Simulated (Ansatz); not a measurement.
Harmonic frequencies (cm⁻¹) at PBE0-D4/def2-TZVP from Ansatz: 274, 305, 414, 490, 523, 560, 758, 814, 870, 938, 1043, 1083, 1230, 1410, 1493, 2761, 3608, 3799.

Each molecule was computed in one conformer, which needn't be the lowest.

Question: Which molecule is it?
A. `FC1NBO1`
B. `OC1(F)BN1`
C. `C=NB(O)F`
D. `NB1OC1F`

Answer: B.
